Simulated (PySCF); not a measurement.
**ScS₂⁻: breathing scan**

These are results of PBE0 in PySCF with Sc def2-TZVPD, S def2-TZVPD; no relativity; density-fitted integrals, not measurements.

Rigid scan from the singlet minimum (Sc–S 2.260 Å (×2); S–Sc–S 150.2°). Coordinate: all bonds to the central atom scaled together. Energies in kJ/mol from the minimum.

| scale of all bonds to the centre | E (kJ/mol) | dipole size (D, about the centre of mass) |
| --- | --- | --- |
| 0.88 | 183.7 | 4.02 |
| 0.92 | 72.9 | 4.01 |
| 0.96 | 16.3 | 4.03 |
| 1.00 | 0.0 | 4.07 |
| 1.04 | 13.1 | 4.13 |
| 1.08 | 47.0 | 4.21 |
| 1.14 | 123.0 | 4.32 |
| 1.22 | 248.2 | 4.48 |
| 1.35 | 461.7 | 4.70 |

At long bonds a restricted determinant can lie too high, and another spin state can fall below this curve.

The scan took roughly 60 core-seconds on a shared host.
